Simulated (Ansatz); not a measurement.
Q: Predict a relaxed structure of TiHCl3, charge 0, singlet, at PBE0-D4/def2-SVP (Ansatz).

A: 
```xyz
5

Ti    0.0154   -0.0158   -0.0488
H    -0.4608    0.4697    1.4541
Cl    0.8288    1.7959   -0.8820
Cl   -1.8335   -0.6916   -0.9220
Cl    1.4501   -1.5583    0.3986
```
Point group C3v (tolerance 0.1 Å). The metal has 4 neighbours: H 1.65 Å, Cl 2.15 Å, Cl 2.15 Å, Cl 2.15 Å. This is one stationary point.
